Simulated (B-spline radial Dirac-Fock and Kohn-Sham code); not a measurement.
**Ce¹⁹⁺: eigenvalues, ΔSCF and the reference**

System: Ce¹⁹⁺ in the configuration 1s2 2s2 2p6 3s2 3p6 3d10 4s2 4p6 4d3.

The density-functional columns are spherical, spin-unpolarised Dirac-Kohn-Sham results without Breit or QED terms: −ε is minus the orbital energy of the initial state and ΔSCF the difference of two total energies. The reference in the last column comes from relaxed Dirac-Fock hole states (ΔSCF) with Breit and QED corrections and a finite nucleus. All numbers are from an atomic code on a B-spline grid, in eV; a selection of levels is shown. For the 1s level of heavy atoms much of the gap between ΔSCF and the reference is the Breit and QED part, -156.4 eV here; for other levels the error of the functional can be larger.

| level | LDA −ε | LDA ΔSCF | Dirac-Fock |
| --- | --- | --- | --- |
| 1s | 40680.7 | 41099.5 | 40955.1 |
| 2s | 6922.7 | 7010.0 | 7066.1 |
| 2p1/2 | 6567.5 | 6673.7 | 6677.2 |
| 2p3/2 | 6121.2 | 6219.8 | 6235.7 |
| 3s | 1854.9 | 1890.9 | 1931.4 |
| 3p1/2 | 1704.7 | 1742.0 | 1767.6 |
| 3p3/2 | 1615.8 | 1651.7 | 1677.9 |
| 3d3/2 | 1353.8 | 1393.6 | 1395.3 |
| 3d5/2 | 1334.6 | 1373.8 | 1376.5 |
| 4s | 705.7 | 724.3 | 735.2 |
| 4p1/2 | 647.4 | 665.7 | 666.8 |
| 4p3/2 | 624.6 | 642.4 | 644.2 |
| 4d | 524.4 | 541.8 | 539.9 |

Values without a named source are computed, but for edge energies of neutral atoms, which are taken from tables.
